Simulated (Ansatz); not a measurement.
Consider the ligand exchange at the Si–O bond: `C[Si](O)(F)F` + HCl → `C[Si](F)(F)Cl` + H₂O.

Isolated molecules relaxed with PBE0-D4/def2-TZVP in Ansatz; ΔE leaves out vibrations. CBS: MP2 limit from def2 TZ/QZ plus the TZ coupled-cluster correction, frozen cores. This one scheme is used for every species. DFT in def2-TZVPP. Each species was taken in one conformer, which may not be the lowest.

| species | PBE-D4 energy (Eh) |
| --- | --- |
| `C[Si](O)(F)F` | -604.81067 |
| HCl | -460.62759 |
| `C[Si](F)(F)Cl` | -989.05483 |
| H₂O | -76.38027 |

**Question.** Work out ΔE.

**Answer.** ΔE = (-989.05483) + (-76.38027) − (-604.81067) − (-460.62759) = 0.00316 Eh = +2.0 kcal/mol. CCSD(T)/CBS gives +3.4 kcal/mol.

Largest T1 diagnostic among the species: 0.011.

The D4 term adds −0.8 kcal/mol with B3LYP and −0.4 kcal/mol with PBE0; it sums over pairs of atoms, weighted by their polarisabilities, and B3LYP, whose exchange is more repulsive, gets the larger term. From BLYP to BHLYP (50 % exact exchange), in def2-TZVPP and without D4, ΔE moves by +1.1 kcal/mol.

B3LYP here is the variant with VWN-RPA as its local correlation; programs differ in this.
